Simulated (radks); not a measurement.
Sm XLVIII, 15 electrons, occupied as [Ne] 3s2 3p3.

Calculated with a radial shooting solver on a logarithmic mesh with Libxc functionals: non-relativistic Kohn-Sham, LDA (Slater exchange, Perdew-Wang correlation), spin-unpolarised, spherical densities, point nucleus; relativity is left out, which matters for an element this heavy.

Energy parts (hartree):
| part | energy |
|---|---|
| total | -7919.4209 |
| kinetic | 7917.9543 |
| electron-nucleus | -16637.2443 |
| Hartree | 913.9977 |
| exchange-correlation | -114.1285 |

Orbitals (lengths in bohr, moments of r in powers of bohr):
| orbital | occ. | eigenvalue (hartree) | <r^2> |
|---|---|---|---|
| 1s | 2 | -1732.490 | 0.0008013 |
| 2s | 2 | -365.4439 | 0.01242 |
| 2p | 6 | -354.1298 | 0.009213 |
| 3s | 2 | -146.9878 | 0.06824 |
| 3p | 3 | -142.7850 | 0.06207 |

The highest occupied level is 3p at -3885.4 eV. Virial ratio -V/T = 2.00019. The electron density at the nucleus is 1.696e+05 e/bohr^3. The density falls to 0.001 e/bohr^3 at r = 0.69 bohr. Summed over all electrons, <r^2> = 0.4044 bohr^2, which gives a Langevin (diamagnetic) susceptibility term of -0.32 x 10^-6 cm^3/mol. For comparison, the ionisation energy in NIST's Atomic Spectra Database is 3971 eV (theoretical). In exact Kohn-Sham theory the highest level is minus the ionisation energy, but local and semilocal functionals leave it too shallow, through self-interaction and a potential that decays too fast; potentials with the right tail come closer.

Beside tabulated values, note that spin-unpolarised runs miss the spin-polarisation part of the exchange energy of open shells.
